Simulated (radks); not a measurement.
The mean radii <r> (bohr) of the occupied orbitals of an atom or ion are listed with their occupations. Method: scalar-relativistic Kohn-Sham, BLYP, spin-unpolarised, spherical densities, finite nucleus; Fermi nuclear charge, rms radius of each element as measured or else 0.836 A^(1/3) + 0.57 fm; computed with a radial shooting solver on a logarithmic mesh with Libxc functionals.

| orbital | occ. | <r> |
|---|---|---|
| 1s | 2 | 0.01932 |
| 2s | 2 | 0.08184 |
| 2p | 6 | 0.07292 |
| 3s | 2 | 0.2127 |
| 3p | 6 | 0.2123 |
| 3d | 10 | 0.1925 |
| 4s | 2 | 0.4768 |
| 4p | 6 | 0.5060 |
| 4d | 10 | 0.5431 |
| 5s | 2 | 1.120 |
| 5p | 6 | 1.281 |
| 4f | 12 | 0.6557 |

Name the element and its charge.

Answer. Z = 71, lutetium, charge +5: Lu5+ in [Xe] 4f12. The 1s radius gives Z: for a bare nucleus <r> = (2 gamma + 1)/(2Z) with gamma = sqrt(1 - (Z/c)^2), 0.01909 bohr for Z = 71, and screening makes it slightly larger (0.01932 here). The occupations add up to 66, and the charge is Z minus that.
